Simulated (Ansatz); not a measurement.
Program: Ansatz. Geometries: PBE0-D4/def2-TZVP. ΔE: electronic, gas phase. CCSD(T)/CBS adds triple-zeta CCSD(T) − MP2 to the extrapolated MP2 energy (def2 sets, frozen cores). This one scheme is used for every species. Functionals use def2-TZVPP. One conformer a species, not always the lowest.

Consider the silylene formation by 1,1-elimination: `C[SiH2]C[SiH2]Cl` → `C[SiH2]Cl` + `C[SiH]`.

`C[SiH2]C[SiH2]Cl`:

Cartesian coordinates in Å:
```
C -2.069 -0.742 -1.081
Si -0.977 -0.032 0.260
C 0.824 0.001 -0.274
Si 1.992 0.695 0.988
Cl 3.927 0.665 0.269
H -3.114 -0.757 -0.763
H -1.772 -1.765 -1.322
H -2.001 -0.145 -1.994
H -1.098 -0.846 1.502
H -1.409 1.356 0.588
H 0.911 0.594 -1.191
H 1.140 -1.020 -0.516
H 1.979 -0.111 2.233
H 1.667 2.107 1.301
```

`C[SiH2]Cl`:

```xyz
8

C    -0.408    0.562   -0.734
Si    0.366   -0.352    0.685
Cl    0.349   -2.377    0.298
H    -0.404    1.637   -0.534
H    -1.442    0.243   -0.882
H     0.145    0.381   -1.659
H    -0.387   -0.139    1.945
H     1.781    0.046    0.882
```

`C[SiH]`:

```xyz
6

C     0.058    0.037   -0.524
Si   -0.365   -1.016    0.989
H    -0.608    0.909   -0.567
H    -0.004   -0.504   -1.469
H     1.070    0.448   -0.414
H    -0.150    0.127    1.985
```

CCSD(T)/CBS gives +57.4 kcal/mol.

Another level gave +61.0 kcal/mol. Which?
A. ωB97M-V/def2-TZVPP
B. HF/def2-TZVPP
C. r2SCAN-D4/def2-TZVPP
D. CCSD/def2-TZVPP

C. r2SCAN-D4 61.0, HF/def2-TZVPP 52.2, CCSD/def2-TZVPP 55.1, ωB97M-V 56.2 kcal/mol.

Largest T1 diagnostic among the species: 0.012.

The D4 term adds +4.0 kcal/mol with B3LYP and +2.3 kcal/mol with PBE0; it sums over pairs of atoms, weighted by their polarisabilities, and B3LYP, whose exchange is more repulsive, gets the larger term. In def2-TZVPP, CCSD(T) changes the Hartree–Fock value by +3.9 kcal/mol (the triples alone add +1.0 kcal/mol) and MP2 by +8.6 kcal/mol.

B3LYP here is the variant with VWN-RPA as its local correlation; programs differ in this.
